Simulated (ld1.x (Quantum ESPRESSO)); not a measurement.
**cadmium, TM: configuration errors across variants**

```json
{"Element": "cadmium", "Generator": "ld1.x (Quantum ESPRESSO) 7.5", "Type": "norm-conserving Troullier–Martins (Kleinman–Bylander form)", "Functional": "PBE", "Relativity": "scalar-relativistic", "Frozen core": "[Ar] 3d10", "Valence charge": "20", "Reference configuration": "4s2 4p6 4d10 5s1.75 5p0.25", "Partial waves": "4s (bound): rc 1.40 bohr; 4p (bound): rc 1.20 bohr; 4d (bound): rc 1.10 bohr", "Local potential": "the d channel", "Core correction": "none"}
```

Occupied shells without a wave of their own: 5p, 5s. They enter only through the test configuration that unscreens the potential.

All-electron excitation energies from the reference (eV): (1) 4s2 4p6 4d10 5s2 5p0 -1.129; (2) 4s2 4p6 4d10 5s1 5p0 8.143; (3) 4s2 4p6 4d10 5s0 5p0 25.269; (4) 4s1 4p6 4d10 5s2 5p0 112.387; (5) 4s2 4p6 4d10 5s1.5 5p0 2.581; (6) 4s2 4p6 4d8 5s0 5p0 117.340; (7) 4s2 4p6 4d10 5s1 5p1 3.536.

For the base: The 5p, 5s levels have no wave, so the channel is fitted at the deeper level alone: the likely source of the large errors.

3 further variants failed, have other tests or too few solved ones, and are left out.

The file “base” misses its own reference levels by 0.8 eV. The file “wave 4s (bound): rc 1.40 bohr becomes 4s (bound): rc 1.48 bohr” misses its own reference levels by 1.2 eV. The file “wave 4s (bound): rc 1.40 bohr becomes 4s (bound): rc 1.60 bohr” misses its own reference levels by 1.8 eV.

Errors AE − PS in meV (a dash: test not solved or not reliable):

| change | (1) | (2) | (3) | (4) | (5) | (6) | (7) | bound ghosts |
| --- | --- | --- | --- | --- | --- | --- | --- | --- |
| base | +186 | -752 | -2191 | +266 | -224 | -4248 | -613 | none |
| wave 4s (bound): rc 1.40 bohr becomes 4s (bound): rc 0.94 bohr | +6.7 | -48 | -132 | -28 | -17 | -256 | -20 | none |
| wave 4s (bound): rc 1.40 bohr becomes 4s (bound): rc 1.12 bohr | +33 | -153 | -439 | +14 | -48 | -852 | -107 | none |
| wave 4s (bound): rc 1.40 bohr becomes 4s (bound): rc 1.48 bohr | +293 | -1173 | -3433 | +457 | -347 | -6622 | -976 | none |
| wave 4s (bound): rc 1.40 bohr becomes 4s (bound): rc 1.60 bohr | +436 | -1733 | -5097 | +704 | -511 | -9735 | -1466 | none |

Problem. Give the same row for: wave 4s (bound): rc 1.40 bohr becomes 4s (bound): rc 1.24 bohr.

Solution. +77, -323, -936, +83, -98, -1817, -250; bound ghosts: none.
